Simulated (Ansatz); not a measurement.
System: C₂H₆BrGaO₂ (charge 0, singlet). 
Structure (B3LYP-D3(BJ)/def2-TZVP (Ansatz, a first-principles code) minimum search):
SMILES: C[O][Ga]([Br])[O]C
```xyz
12

C      2.7584    -1.0392     0.2297
O      1.4659    -1.5703    -0.0283
Ga    -0.0139    -0.6032    -0.0918
Br     0.0386     1.6704     0.2544
O     -1.5357    -1.4401    -0.4283
C     -2.8007    -0.7981    -0.5110
H      3.4092    -1.2512    -0.6222
H      3.1736    -1.5253     1.1160
H      2.7517     0.0415     0.3992
H     -2.7465     0.2800    -0.3334
H     -3.2217    -0.9635    -1.5058
H     -3.4728    -1.2370     0.2304
```

Dipole moments at this geometry, in debye (magnitudes).

```csv
level,program,dipole (D)
BHLYP/def2-TZVPD,Ansatz,0.80
r2SCAN0/def2-TZVPD,Ansatz,0.67
HSE06/def2-TZVPD,Ansatz,0.64
wB97M-V/def2-TZVPD,Ansatz,0.69
CCSD(T)/aug-cc-pVDZ,Ansatz,…
```

Q: What belongs in the gaps?

A: 
- CCSD(T)/aug-cc-pVDZ, dipole (D): 0.71
